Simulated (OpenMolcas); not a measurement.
Nb4+ in a ligand field

Nb4+ with 4 ligands (chloride) in tetrahedral coordination (Td) at 2.31 Å. Ligand basis ANO-RCC-VDZP.
```
Nb    0.0000    0.0000    0.0000
Cl    1.3337    1.3337    1.3337
Cl    1.3337   -1.3337   -1.3337
Cl   -1.3337    1.3337   -1.3337
Cl   -1.3337   -1.3337    1.3337
```

```json
{"Program": "OpenMolcas 26.06", "Method": "SS-CASPT2, IPEA 0.25 Eh, imaginary shift 0.1 Eh (closed shells correlated: 4s 4p and the ligand valence shells)", "Basis": "ANO-RCC-VDZP [6s5p3d1f]", "Scalar Hamiltonian": "DKH2, point nucleus", "Active space": "1 electron in 5 orbitals (4d)", "State averaging": "2S+1 = 2 even, 5 roots", "Spin-orbit coupling": "state interaction with AMFI integrals over the reference wave functions"}
```

The lowest spin-free states (labels of Td), above the lowest:

```csv
State,Degeneracy,E (cm-1)
2E,2,0
2T2,3,9470
```

The lowest levels with spin-orbit coupling:

```csv
E (cm-1),Degeneracy,Label,2S+1,g
0,4,Γ8,2,
9440,4,Γ8,2,
9740,2,,2,1.10 1.10 1.10
```

Electric-dipole absorption from the lowest level at this geometry, strongest bands:

```csv
E (cm-1),λ (nm),Label,f
9440,1060,Γ8,4.09e-03
9740,1030,,2.09e-03
```

Powder χT (cm3 K/mol): 0.321 at 2 K, 0.321 at 10 K, 0.323 at 50 K, 0.326 at 100 K, 0.331 at 200 K, 0.336 at 300 K. The effective moment at 300 K is 2.828 √(χT) = 1.64 μB.

The lowest level has 2S+1 = 2, for which the spin-only value is χT = S(S+1) / 2 = 0.375 cm3 K/mol (g = 2). The computed 0.336 at 300 K differs by -0.039, through orbital momentum, spin-orbit coupling and any other state in reach.

The gap between the two states is 10Dq = -9469 cm-1 (negative for this site).

Roots that are degenerate in the reference are averaged as groups; the widest CASPT2 spread within a group is 12 cm-1 (the 3-fold group of multiplicity 2 near 9470 cm-1 above the lowest state of its run). Shifts and gaps below about the spread of the groups concerned are not significant. Over all roots computed the reference weight is 0.72; a low but even weight reflects the number of correlated electrons. An orbital doublet at a regular site is open to a Jahn-Teller distortion, which this geometry leaves out. The least metal-like active orbital is 71 % on the metal (Löwdin) and no ligand orbital is active, so the numbers are rough. Ligand-to-metal charge-transfer states are missing. With one d shell and no ligand orbital active, 10Dq can be off by a tenth or more. No measured value stands beside these numbers; the geometry is a model, was not optimised and need not be the one that this ion takes.
